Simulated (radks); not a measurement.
Results of a calculation; reference values are marked as such.
Initial-state core-level shifts of the holmium ion Ho2+ when its valence configuration changes from [Xe] 4f11. Code: a radial shooting solver on a logarithmic mesh with Libxc functionals. Model: scalar-relativistic Kohn-Sham, SCAN, spin-polarised, spherical densities, finite nucleus; open shells are filled with parallel spins first (spin-orbit coupling, left out, can overturn this in heavy ions); meta-GGA in the generalised Kohn-Sham scheme; Fermi nuclear charge, rms radius 5.2022 fm. Shifts are changes of the shell-averaged eigenvalues in eV (positive: less bound); the change of the density at the nucleus, which sets a Mossbauer isomer shift, is in e/bohr^3, on a base of 8.47e+05.

4f10 6p1: 1s -10.545; 2p -11.040; 4d -11.159; 5s -7.983; density at nucleus +32.91
4f10 5d1: 1s -6.571; 2p -6.979; 4d -7.124; 5s -3.932; density at nucleus +29.63
4f9 6p2: 1s -22.428; 2p -23.561; 4d -23.561; 5s -16.123; density at nucleus +76.83
4f10.5 6p0.5: 1s -5.097; 2p -5.326; 4d -5.409; 5s -3.967; density at nucleus +14.95
4f9 5d1 6p1: 1s -18.206; 2p -19.224; 4d -19.301; 5s -12.012; density at nucleus +71.05
4f9 5d1 6s1: 1s -16.874; 2p -17.899; 4d -17.960; 5s -10.607; density at nucleus +139.67
